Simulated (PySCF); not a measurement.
IrO4, SMILES [O]=[Ir+](=[O])(=[O])=[O], charge +1, multiplicity 1. The structure is a stationary point at PBE-D3(BJ)/def2-SVP. The spin state was assumed, not searched. The def2 effective core potentials stand for the cores of Ir; spin–orbit coupling is left out.

Level of theory: PySCF with PBE-D3(BJ)/def2-SVP.

Harmonic wavenumbers (cm⁻¹): 319, 319, 320, 320, 320, 935, 946, 946, 946. Rotational constants (GHz): 4.034, 4.034, 4.034; symmetry number 12.

Problem. Work out the zero-point energy and the ideal-gas rigid-rotor harmonic-oscillator thermochemistry at 298.15 K and 1 atm.

Solution. ZPE = ½ Σ hcν = ½ × 5372 cm⁻¹ = 32.13 kJ/mol. H − E(el) = 47.73 kJ/mol. Entropy in J/(mol K): translation 177.91, rotation 88.11, vibration 29.41, total 295.43. G − E(el) = -40.35 kJ/mol. Cp = 74.90 J/(mol K).
